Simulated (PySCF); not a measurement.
Input for PySCF: R-HF/3-21G on CH4SeTe (SMILES C[Te][SeH]), a point of a torsion scan.

```python
from pyscf import gto, scf, dft, mp
from pyscf.data.elements import chemcore

mol = gto.M(
    atom='''
    C    -0.95616466   -0.24167585    0.01412925
    Te    0.02520901    1.67398718   -0.18496116
    Se    2.34040148    0.72304828    0.13812836
    H    -0.64964074   -0.90335236   -0.78649023
    H    -2.02080583   -0.06605139   -0.05133714
    H    -0.72227944   -0.68963758    0.97145178
    H     2.05191379   -0.56900498   -0.43129288
    ''',
    basis='3-21g',
    charge=0, spin=0, verbose=3, max_memory=1800)
mf = scf.RHF(mol)
mf.conv_tol = 1e-8
mf.max_cycle = 100
mf.kernel()
if not mf.converged:
    mf = mf.newton().run(mf.mo_coeff, mf.mo_occ)
```

### Question
Predict the final total energy.

### Answer
-9011.1451 hartree.
